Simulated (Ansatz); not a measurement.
```yaml
crystal:
  periodic: [true, true, true]
  atoms:
    - {symbol: O, position_ang: [-0.122399, -0.243403, 2.076476]}
    - {symbol: Si, position_ang: [0.634090, -0.161229, 0.579704]}
    - {symbol: S, position_ang: [-0.279091, -1.462065, -0.993235]}
    - {symbol: Al, position_ang: [-0.207198, 0.644567, -1.512474]}
    - {symbol: Cl, position_ang: [-0.844278, 1.745983, -3.067801]}
    - {symbol: H, position_ang: [-1.088409, -0.149541, 2.010310]}
    - {symbol: H, position_ang: [1.996355, -0.495443, 0.891922]}
basis:
  gaussian: {orbitals: x2c-TZVPPall}
hamiltonian: {xc: {name: PBEsol}}
output: {forces: true}
```

```sh
$ ansatz run in.yaml --threads 2 --pin off --events-out ev --progress --plain --max-ram 4352MiB
```

It prints (some lines left out):

```
Error: YAML parse error: error: line 2 column 3: crystal: missing field `lattice` (a structure is typed as `lattice` and `atoms`, a molecule's as `atoms` in Å alone, or read from a run's directory, `checkpoint`)
 --> <input>:2:3
1 | crystal:
2 |   periodic: [true, true, true]
3 |   atoms:
4 |     - {symbol: O, position_ang: [-0.122399, -0.243403, 2.076476]}
```

In this input the molecule is marked periodic without a cell. The program refused the input.
